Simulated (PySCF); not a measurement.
# Ionising RbSb

PBE0; basis Rb def2-SVPD with ECP28, Sb def2-SVPD with ECP28; scalar-relativistic core potentials; PySCF 2.14. Neutral (UKS): triplet (π ↑↑), Re = 3.488 Å, ωe = 108 cm⁻¹, De = 1.12 eV, HOMO -3.56 eV, LUMO -1.43 eV.

RbSb⁺ (UKS): quartet (σ ↑, π ↑↑), Re = 4.023 Å, ωe = 42.1 cm⁻¹, De = 0.16 eV to Rb⁺ + Sb. The energies at the minima are -264.34116 hartree for RbSb and -264.15152 for RbSb⁺.

(1) Work out the adiabatic ionisation energy, without and with harmonic zero-point energies (1 hartree = 27.2114 eV, 1 eV = 8065.5 cm⁻¹), and the change of the bond length.

Weak bonds: RbSb⁺. Basis-set superposition, not corrected here, can be much of De in a small basis, most of all at correlated wavefunction levels. These are scalar-relativistic numbers at best; spin–orbit coupling would shift them, the dissociation energy most. For an ion De counts to the pair picked by the measured ionisation energies or electron affinities, which need not be the lowest pair at this level. States were picked by a PBE0 search and need not be the measured ground states.

Results:

(1) At PBE0: 0.18964 hartree = 5.160 eV between the minima; the zero-point term (42.1 − 108.0)/2 cm⁻¹ = -0.004 eV makes it 5.156 eV. Re changes by +53.5 pm against the neutral. The electron leaves a σ orbital, and the ion is left as a loose complex of an ion and an atom.
